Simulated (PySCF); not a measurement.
B(Cl)2(I), BCl2I, SMILES IB(Cl)Cl at its PBE0/def2-SVP optimised geometry (Å):

```
4

B     -0.6259    -0.0002     0.0000
Cl    -1.5002    -1.5050    -0.0027
Cl    -1.4995     1.5050     0.0000
I      1.5002    -0.0002     0.0000
```

Calculation: PySCF with PBE0/def2-TZVP, def2 effective core potentials past Kr. The core electrons that the potentials of I replace are not part of the density. Cells within 0.4 Å of a nucleus heavier than hydrogen are left out (blank, or x).

Map of the deformation density (molecule minus spherical neutral atoms) (e/bohr³) on the plane z = 0.0 Å:

```
|22222222222222222222222222222|
|22222222222222222222222222222|
|22222222222222222222222222222|
|22222221112222222222222222222|
|22222111112222222222222222222|
|22221111112222222222222222222|
|22221110023322222222222222222|
|22221110036422212222222222222|
|22222223xx5422111222222222222|
|22222246xxx221111122222222222|
|222222353x3431111123322212222|
|22222222248842122124432111222|
|22222222269952332122342111122|
|22222111236xx666411xx32111122|
|22222111113xxx8841xxx12111122|
|22222111236xx666411xx32111122|
|22222222269952332122342111122|
|22222222248842122124432111222|
|222222353x3431111123322212222|
|22222246xxx221111122222222222|
|22222223xx5422111222222222222|
|22221110036422212222222222222|
|22221110023322222222222222222|
|22221111112222222222222222222|
|22222111112222222222222222222|
|22222221112222222222222222222|
|22222222222222222222222222222|
|22222222222222222222222222222|
|22222222222222222222222222222|
```
Scale: ten equal steps from -0.012 (start of '0') to 0.044 (end of '9'), in the order '0123456789'; x runs from -4.00 to 4.00, y from -4.00 (bottom) to 4.00 (top).
